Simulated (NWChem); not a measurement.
System: C3HCl2F; SMILES FC(Cl)=C=CCl

Input file for NWChem:

```
start job
memory heap 200 mb stack 900 mb global 1100 mb
geometry units angstroms noautosym nocenter noautoz
  F     -1.562115     1.608863     0.256215
  C     -0.403536     1.055824    -0.051347
  Cl     0.901368     2.167079     0.064645
  C     -0.266851    -0.193986    -0.410070
  C     -0.110208    -1.436445    -0.781458
  Cl     0.199383    -2.739682     0.313817
  H     -0.163620    -1.758399    -1.827093
end
basis spherical
  F library 6-31g*
  C library 6-31g*
  Cl library 6-31g*
  H library 6-31g*
end
dft
  xc pbe0
  iterations 150
end
property
  efieldgrad
end
task dft property
```

Structure relaxed at the PBE0/def2-SVP level.

Vzz is the largest principal value of the second derivative of the potential at the nucleus (NWChem prints the opposite sign); η is the asymmetry. Non-relativistic.

Atoms are numbered as in the input.

Problem. What results follow from this input? (PBE0/6-31G* (spherical d).) Quantities: Vzz Cl3 (a.u.); η Cl3; Vzz Cl6 (a.u.); η Cl6.

Solution. 
```
Item            Value
--------------  -----
Vzz Cl3 (a.u.)  3.744
η Cl3            0.06
Vzz Cl6 (a.u.)  3.684
η Cl6            0.15
```
